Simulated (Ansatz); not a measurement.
Reaction (redistribution): `O=C[SiH]([SiH3])Cl` + `[F][Sn]([Cl])([Cl])[Cl]` → `O=C[SiH](F)[SiH3]` + tin tetrachloride

Computed with Ansatz on PBE0-D4/def2-TZVP structures; ΔE is electronic, products minus reactants. CBS: MP2 limit from def2 TZ/QZ plus the TZ coupled-cluster correction, frozen cores. Elements past krypton have def2 core potentials. For Sn outer-core shells are correlated without core-valence functions, which leaves a few kJ/mol of doubt a bond. Each species was taken in one conformer, which may not be the lowest.

| level | ΔE (eV) |
| --- | --- |
| MP2/def2-QZVPP | -0.67 |
| CCSD/CBS(def2) | -0.68 |

What does CCSD(T)/CBS give? (An estimate is asked.)

Ansatz gave: -0.66 eV. The listed levels differ from it by -0.01, -0.02 eV.

Largest T1 diagnostic among the species: 0.015.

From PBE to PBE0 (25 % exact exchange), in def2-TZVPP and without D4, ΔE moves by −0.06 eV. In def2-TZVPP, CCSD(T) changes the Hartree–Fock value by +0.11 eV (the triples alone add +0.03 eV) and MP2 by +0.09 eV.
